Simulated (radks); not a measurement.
The numbers below are computed, except where a source is named.
All-electron atom: the thallium ion Tl52+ in [Ar] 3d10 4s1. Code: a radial shooting solver on a logarithmic mesh with Libxc functionals. Model: non-relativistic Kohn-Sham, PBE, spin-polarised, spherical densities, point nucleus; open shells are filled with parallel spins first (spin-orbit coupling, left out, can overturn this in heavy ions); relativity is left out, which matters for an element this heavy.

Radial electron density D(r) = 4 pi r^2 rho(r):

r (bohr),D(r) (e/bohr),spin D(r)
0.0006217,1.675,0.00687
0.0007903,2.634,0.0108
0.001005,4.112,0.0168
0.001277,6.358,0.0260
0.001611,9.580,0.0391
0.002048,14.42,0.0587
0.002603,21.31,0.0862
0.003309,30.72,0.123
0.004207,42.95,0.170
0.005348,57.77,0.222
0.006744,73.47,0.270
0.008573,88.85,0.301
0.0109,100.0,0.289
0.01385,104.0,0.218
0.01761,100.6,0.0986
0.02239,94.88,0.00297
0.02824,96.14,0.0531
0.0359,110.7,0.335
0.04563,132.5,0.704
0.05801,142.6,0.737
0.07375,130.1,0.255
0.09375,112.3,0.0161
0.1192,114.0,0.881
0.1503,121.9,1.62
0.1911,99.22,0.588
0.2429,50.85,0.236
0.3088,17.10,2.86
0.3925,5.856,3.95
0.499,1.911,1.81
0.6293,0.3150,0.313
0.8,0.01569,0.0157
1.017,0.0001858,0.000186

D(r) has 3 maxima, at r = 0.0139, 0.0571, 0.148 bohr, and minima at 0.0246, 0.103 bohr, inside which lie 1.96, 11.62 electrons.
